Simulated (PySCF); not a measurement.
A ladder for the electron affinity of As

As⁻ [Ar] 3d10 4s2 4p4 (3P) → As [Ar] 3d10 4s2 4p3 (4S). Scalar values calculated with PySCF 2.14 in aug-cc-pVQZ-DK (spin-free X2C; valence: [Ar] 3d10 frozen). The spin-orbit shift comes from two-component X2C-1e calculations (generalised Hartree-Fock, GHF, and MP2 on its spinors, GMP2) in x2c-TZVPall-2c with one added diffuse shell each of s, p, d type: GMP2 gives 0.446 eV without and 0.508 eV with screened spin-orbit coupling, a shift of 0.061 eV (GHF: 0.056 eV). Sums use unrounded values; where a UHF row is shifted, it takes the GHF shift.

```
           method  scalar (eV)  plus spin-orbit shift (eV)  error (eV)
              UHF       -0.295                      -0.239      -1.044
    MP2 (valence)        0.531                       0.592      -0.212
SCS-MP2 (valence)        0.606                       0.668      -0.137
   CCSD (valence)        0.615                       0.676      -0.128
CCSD(T) (valence)        0.682                       0.743      -0.061
              LDA        1.063                       1.125       0.320
              PBE        0.849                       0.910       0.106
             PBE0        0.751                       0.812       0.008
           r2SCAN        0.802                       0.864       0.059
        BHandHLYP        0.729                       0.790      -0.014
             MN15        0.733                       0.795      -0.010
            HSE06        0.805                       0.866       0.062
            B3LYP        0.966                       1.028       0.223
```

Reference: 0.804 eV (measured; photodetachment measurements, as compiled on the Wikipedia data page of electron affinities).

The errors of the correlated levels include the incompleteness of the basis and the frozen core, so a lower level can come closer by cancellation.
